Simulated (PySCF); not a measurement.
# Spinor energies of Dy(44+) (dysprosium, charge +44)

Start: [Ar] 3d4; 3d3/2 filled at m_j = -3/2, -1/2, +1/2, +3/2. Calculated with PySCF 2.14 in an uncontracted even-tempered set (16 s from 10 bohr⁻², ratio 2.8; 12 p from 13 bohr⁻², ratio 2.8; 8 d from 13 bohr⁻², ratio 2.8; 3 f from 44 bohr⁻², ratio 3): generalised Hartree-Fock with the X2C-1e Hamiltonian and a Gaussian nucleus; one run each with spin-orbit coupling (SO) switched off, then screened by Boettger's factors.

```
spinor shell  electrons  ε, spin-free (eV)  ε, screened SO (eV)  weight of nominal j (screened SO)  rms radius, screened SO (bohr)
       1s1/2          2           -56596.2             -56580.6                              1.000                          0.0240
       2s1/2          2           -11590.8             -11583.8                              1.000                          0.0964
       2p1/2          2           -10569.7             -11150.0                              1.000                          0.0824
       2p3/2          4           -10569.7             -10316.4                              1.000                          0.0886
       3s1/2          2            -4249.0              -4246.7                              1.000                           0.239
       3p1/2          2            -3924.6              -4077.9                              1.000                           0.228
       3p3/2          4            -3924.6              -3856.4                              1.000                           0.241
       3d3/2          4            -3597.6              -3611.6                              1.000                           0.208
```

```
   quantity     spin-free   screened SO
E (hartree)  -10564.65319  -10576.38164
        M_J             0             0
       ⟨J²⟩         4.001         0.000
       ⟨L²⟩         6.001         2.435
       ⟨S²⟩         6.000         2.435
```

Breit and QED terms are absent; they matter most for the inner s and p1/2 levels.

Densities and radii are taken from the X2C orbitals without a picture-change correction, which distorts them close to the nucleus.

Without spin-orbit coupling the j labels of p, d and f shells carry no meaning; the spin-free column gives the mean over the occupied spinors of each nl shell, and its ⟨J²⟩ belongs to a mixture of degenerate components.
